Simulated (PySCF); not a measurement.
PySCF input (M06-2X/def2-TZVPD):

```python
from pyscf import gto, scf, dft

mol = gto.M(
    atom='''
    I    -0.00000000   -0.00000000   -0.02991592
    H     0.00000000    0.00000000    1.58554378
    ''',
    basis='def2-tzvpd',
    ecp='def2-tzvp',
    charge=0,
    spin=0,
    verbose=4,
)

mf = dft.RKS(mol, xc='m062x').density_fit(auxbasis='def2-universal-jkfit')
mf.grids.level = 4
mf.conv_tol = 1e-9
mf.max_cycle = 100
mf.max_memory = 1500
mf.kernel()
if not mf.converged:
    mf = mf.newton()
    mf.kernel(mf.make_rdm1())
mf.analyze()
```

End of the output:

```
Extra cycle  E= -298.224482551983  delta_E= 5.12e-13  |g|= 2.42e-07  |ddm|= 1.14e-06
converged SCF energy = -298.224482551983
**** SCF Summaries ****
Total Energy =                        -298.224482551982817
Nuclear Repulsion Energy =               8.189266666943160
One-electron Energy =                 -534.678042172816731
Two-electron Energy =                  228.264292953890703
Two-electron Coulomb Energy =          250.743566842640462
DFT Exchange-Correlation Energy =      -22.479273888749763
HOMO-LUMO gap [eV] =                     8.913416264852605
**** MO energy ****
MO #1   energy= -7.11421436081714  occ= 2
MO #2   energy= -5.10758738593456  occ= 2
MO #3   energy= -5.09730567957883  occ= 2
MO #4   energy= -5.09730567957883  occ= 2
MO #5   energy= -2.07673365617834  occ= 2
MO #6   energy= -2.07145813587196  occ= 2
MO #7   energy= -2.07145813587196  occ= 2
MO #8   energy= -2.06300151607148  occ= 2
MO #9   energy= -2.06300151133642  occ= 2
MO #10  energy= -0.802224066984546 occ= 2
MO #11  energy= -0.465446679475797 occ= 2
MO #12  energy= -0.33530849439698  occ= 2
MO #13  energy= -0.335308494396969 occ= 2
MO #14  energy= -0.0077464856738052 occ= 0
MO #15  energy= 0.0195551997174599 occ= 0
MO #16  energy= 0.0268415838412321 occ= 0
MO #17  energy= 0.0268415838412363 occ= 0
MO #18  energy= 0.0492983066141548 occ= 0
MO #19  energy= 0.102275377285328  occ= 0
MO #20  energy= 0.102275377285329  occ= 0
MO #21  energy= 0.116709858494842  occ= 0
MO #22  energy= 0.116709974037858  occ= 0
MO #23  energy= 0.165064085971314  occ= 0
MO #24  energy= 0.198366155179037  occ= 0
MO #25  energy= 0.248161804946835  occ= 0
MO #26  energy= 0.248161804946853  occ= 0
MO #27  energy= 0.277617942553056  occ= 0
MO #28  energy= 0.277617942553061  occ= 0
MO #29  energy= 0.313886006639938  occ= 0
MO #30  energy= 0.376555446457645  occ= 0
MO #31  energy= 0.376555446457648  occ= 0
MO #32  energy= 0.379208292772921  occ= 0
MO #33  energy= 0.38416508003438   occ= 0
MO #34  energy= 0.384165420171752  occ= 0
MO #35  energy= 0.555169537576799  occ= 0
MO #36  energy= 0.751528593471013  occ= 0
MO #37  energy= 0.914757793107176  occ= 0
MO #38  energy= 0.914757793107182  occ= 0
MO #39  energy= 0.916756151777402  occ= 0
MO #40  energy= 0.916757142513446  occ= 0
MO #41  energy= 0.9320921085532    occ= 0
MO #42  energy= 0.932092108553207  occ= 0
MO #43  energy= 1.03905564885654   occ= 0
MO #44  energy= 1.25207963397356   occ= 0
MO #45  energy= 1.25207963397358   occ= 0
MO #46  energy= 1.35575146262574   occ= 0
MO #47  energy= 1.49658097109312   occ= 0
MO #48  energy= 1.54079825179738   occ= 0
MO #49  energy= 1.54079825179739   occ= 0
MO #50  energy= 1.54721031172975   occ= 0
MO #51  energy= 1.54721406746676   occ= 0
MO #52  energy= 1.71944002410692   occ= 0
MO #53  energy= 1.71944002410695   occ= 0
MO #54  energy= 2.23613339043942   occ= 0
MO #55  energy= 2.72414106559792   occ= 0
MO #56  energy= 3.13537239092533   occ= 0
MO #57  energy= 3.1353737118067    occ= 0
MO #58  energy= 3.14773422272135   occ= 0
MO #59  energy= 3.14773422272136   occ= 0
MO #60  energy= 3.19711155038934   occ= 0
MO #61  energy= 3.19711155038934   occ= 0
MO #62  energy= 3.39502072019902   occ= 0
MO #63  energy= 4.44810747831366   occ= 0
MO #64  energy= 34.4984614522818   occ= 0
MO #65  energy= 34.498461452282    occ= 0
MO #66  energy= 34.5752685117535   occ= 0
MO #67  energy= 42.8425982570957   occ= 0
MO #68  energy= 117.56728870075    occ= 0

WARN: Weak orthogonality for localized orbitals 2.520800812092648e-09

 ** Mulliken pop on meta-lowdin orthogonal AOs  **
 ** Mulliken pop  **
pop of  0 I 4s            1.77136
pop of  0 I 5s            1.91946
pop of  0 I 6s            0.03711
pop of  0 I 7s            0.02715
pop of  0 I 8s            0.02347
pop of  0 I 9s            0.00252
pop of  0 I 10s           0.12951
pop of  0 I 4px           0.02100
pop of  0 I 4py           0.33611
pop of  0 I 4pz           0.33611
pop of  0 I 5px           1.62131
pop of  0 I 5py           1.68994
pop of  0 I 5pz           1.68994
pop of  0 I 6px           0.17812
pop of  0 I 6py           1.77697
pop of  0 I 6pz           1.77697
pop of  0 I 7px           0.42020
pop of  0 I 7py           0.00263
pop of  0 I 7pz           0.00263
pop of  0 I 8px           0.13781
pop of  0 I 8py           0.00258
pop of  0 I 8pz           0.00258
pop of  0 I 9px           0.11442
pop of  0 I 9py           0.00155
pop of  0 I 9pz           0.00155
pop of  0 I 4dxy          1.40928
pop of  0 I 4dyz          1.41010
pop of  0 I 4dz^2         1.40928
pop of  0 I 4dxz          1.40928
pop of  0 I 4dx2-y2       1.99443
pop of  0 I 5dxy          0.23913
pop of  0 I 5dyz          0.22667
pop of  0 I 5dz^2         0.23913
pop of  0 I 5dxz          0.25426
pop of  0 I 5dx2-y2       0.00271
pop of  0 I 6dxy          0.17552
pop of  0 I 6dyz          0.16540
pop of  0 I 6dz^2         0.17552
pop of  0 I 6dxz          0.17716
pop of  0 I 6dx2-y2       0.00273
pop of  0 I 7dxy          0.17408
pop of  0 I 7dyz          0.19115
pop of  0 I 7dz^2         0.17408
pop of  0 I 7dxz          0.15930
pop of  0 I 7dx2-y2       0.00013
pop of  0 I 4f-3          0.00000
pop of  0 I 4f-2          0.00000
pop of  0 I 4f-1          0.00012
pop of  0 I 4f+0          0.00008
pop of  0 I 4f+1          0.00012
pop of  0 I 4f+2          0.00000
pop of  0 I 4f+3          0.00000
pop of  0 I 5f-3          0.00000
pop of  0 I 5f-2          0.00000
pop of  0 I 5f-1          0.00019
pop of  0 I 5f+0          0.00326
pop of  0 I 5f+1          0.00019
pop of  0 I 5f+2          0.00000
pop of  0 I 5f+3          0.00000
pop of  1 H 1s            1.43702
pop of  1 H 2s            0.03530
pop of  1 H 3s            0.02303
pop of  1 H 2px           0.08909
pop of  1 H 2py           0.08909
pop of  1 H 2pz           0.07917
pop of  1 H 3px           0.10280
pop of  1 H 3py           0.10280
pop of  1 H 3pz           0.02540
 ** Mulliken atomic charges  **
charge of    0I =      0.98369
charge of    1H =     -0.98369
Dipole moment(X, Y, Z, Debye):  0.00000,  0.00000,  0.47664
```
